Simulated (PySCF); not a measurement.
Species: C7H12FP.
SMILES: `CC(C)P1CC=C(F)C1`

The closed-shell ground state was solved at several levels (PySCF, density fitting, gas phase, non-relativistic). Geometry: PBE0-D3(BJ)/def2-SVP, one conformer, isolated molecule.

```
         level  basis functions  HOMO (eV)  LUMO (eV)  gap (eV)  dipole (D)
B3LYP/pcSseg-1              220      -6.53       0.29      6.82        1.19
PBE0/def2-SVPD              283      -6.70       0.37      7.07        1.27
```

Question: What might PBE0/pcSseg-1 (220 basis functions) give for the same quantities?

Answer: HOMO -6.74 eV, LUMO 0.51 eV, gap 7.25 eV, dipole 1.23 D.

Question: Over all these levels, which gives the widest orbital gap and which the narrowest?

Answer: PBE0/pcSseg-1 (global hybrid, 25 % exact exchange) has the widest, 7.25 eV, and B3LYP/pcSseg-1 (global hybrid, 20 % exact exchange) the narrowest, 6.82 eV. The two share the basis. From the narrowest to the widest the HOMO moves by -0.21 eV and the LUMO by +0.22 eV.

Question: How far do the dipole and the HOMO energy spread over the levels?

Answer: The dipole runs from 1.19 to 1.27 D (mean 1.23 D) and the HOMO from -6.74 to -6.53 eV.
